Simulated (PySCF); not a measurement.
Isomers of C3H5FO2Si. Level of theory: TDDFT CAM-B3LYP/def2-SVPD, vertical, gas phase, core orbitals frozen in the response (PySCF 2.14.0, density-fitted response routines). Geometries: GFN2-xTB; one conformer of each isolated species. Triplets are in the Tamm–Dancoff approximation.

A. `F[C@H]1C=C(O[SiH3])O1`
B. `O[SiH2]OC1=C[C@@H]1F`
C. `C=COC(=O)[SiH2]F`

Lowest singlet levels (six at most, fewer where fewer were computed) with oscillator strengths:

1. 5.95 eV (f 0.004); 6.23 eV (f 0.200); 6.78 eV (f 0.038); 7.20 eV (f 0.007); 7.32 eV (f 0.030); 7.49 eV (f 0.000); T1 4.20 eV
2. 4.98 eV (f 0.004); 6.02 eV (f 0.327); 7.09 eV (f 0.017); 7.31 eV (f 0.051); 7.52 eV (f 0.030); 7.53 eV (f 0.048); T1 4.13 eV
3. 6.75 eV (f 0.032); 7.04 eV (f 0.017); 7.23 eV (f 0.118); 7.27 eV (f 0.063); 7.77 eV (f 0.010); 7.87 eV (f 0.003); T1 4.89 eV

**Question.** Which spectrum belongs to which structure?

**Answer.** 1 = A, 2 = C, 3 = B.
- A: S1 at 5.95 eV, HOMO→LUMO (87%); Löwdin shares by element: HOMO carbon 59% or more, oxygen 28%; LUMO silicon 40%, hydrogen 36% or more (atoms not listed hold the other 24%); HOMO -8.05 and LUMO 0.63 eV.
- B: S1 at 6.75 eV, HOMO-1→LUMO+2 (54%), HOMO→LUMO+2 (27%); Löwdin shares by element: HOMO carbon 64%, oxygen 19% or more (atoms not listed hold the other 18%); LUMO oxygen 41%, silicon 31%, hydrogen 15% or more; HOMO -9.02 and LUMO 0.72 eV.
- C: S1 at 4.98 eV, HOMO-1→LUMO (90%); Löwdin shares by element: HOMO carbon 64% or more, oxygen 24%; LUMO oxygen 31%, carbon 30% or more, silicon 14% (atoms not listed hold the other 25%); HOMO -9.04 and LUMO -0.31 eV.
